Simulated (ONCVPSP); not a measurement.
# Building the ONCV potential for Mo (Z = 42) (PBEsol, scalar-relativistic).

Input for ONCVPSP 4.0.1:

```
# ATOM AND REFERENCE CONFIGURATION
# atsym  z   nc   nv     iexc    psfile
  Mo 42.00    6    4  -116133      upf
#
#   n    l    f
    1    0    2.00
    2    0    2.00
    2    1    6.00
    3    0    2.00
    3    1    6.00
    3    2   10.00
    4    0    2.00
    4    1    6.00
    4    2    5.00
    5    1    1.00
#
# PSEUDOPOTENTIAL AND OPTIMIZATION
# lmax
    2
#
#   l,   rc,      ep,       ncon, nbas, qcut
    0    1.35    0.00    5    9   11.40
    1    1.95    0.00    4    7    7.60
    2    2.10    0.00    4    9    9.00
#
# LOCAL POTENTIAL
# lloc, lpopt,  rc(5),   dvloc0
    4    5    1.10    6.00
#
# VANDERBILT-KLEINMAN-BYLANDER PROJECTORs
# l, nproj, debl
    0    2    3.30
    1    2    2.70
    2    2    1.00
#
# MODEL CORE CHARGE
# icmod, fcfact, rcfact
    3    4.00    1.10
#
# LOG DERIVATIVE ANALYSIS
# epsh1, epsh2, depsh
   -4.00    5.00    0.02
#
# OUTPUT GRID
# rlmax, drl
    6.00    0.01
#
# TEST CONFIGURATIONS
# ncnf
    4
# nvcnf
#   n    l    f
    5
    4    0    2.00
    4    1    6.00
    4    2    5.00
    5    1    0.00
    5    0    1.00
#
    4
    4    0    2.00
    4    1    6.00
    4    2    5.00
    5    1    0.00
#
    4
    4    0    2.00
    4    1    6.00
    4    2    4.00
    5    1    0.00
#
    5
    4    0    2.00
    4    1    6.00
    4    2    5.50
    5    1    0.00
    5    0    0.50
#
```

Command:

```bash
oncvpsp.x < Mo.dat > Mo.out
```

Resulting log (shortened: citation, most of the input echo, consistency checks and plot data are left out):

```
ONCVPSP  (Optimized Norm-Conservinng Vanderbilt PSeudopotential)
scalar-relativistic version 4.0.1

#   n    l    f        energy (Ha)
    1    0    2.00    -7.2806384E+02
    2    0    2.00    -1.0287487E+02
    2    1    6.00    -9.1992086E+01
    3    0    2.00    -1.7541156E+01
    3    1    6.00    -1.3975550E+01
    3    2   10.00    -8.1695861E+00
    4    0    2.00    -2.4133411E+00
    4    1    6.00    -1.4639922E+00
    4    2    5.00    -1.8542296E-01
    5    1    1.00    -6.4261394E-02

Reference configufation results
  iterations    30
  all-electron total energy (Ha)   -4.04632022D+03

Begin loop to  construct optimized pseudo wave functions
and semi-local pseudopoentials for all angular momenta

   Wellstate for l =  0  n =  6
     eigenvalue =   0.8867
     asymptotic potential =   1.3867
     half-point radius =  4.2398

Calculating optimized projector #   1

 for l=   0

    Fraction of norm inside rc  0.764375
    Optimizing pswf for qcut=  11.39 a_B^-1,  ecut=  64.87 Ha
    Residual kinetic energy error=  5.74D-08 Ha
 ERROR pspot:  first pseudo wave function has node,          program will stop
 ERROR pspot: try changing psp parameters for this l
```

The run stopped because the optimised pseudo-wave of the first projector has a node, so the radial equation cannot be inverted for a potential.

The run took about 0.26 s on one core of a shared server CPU.
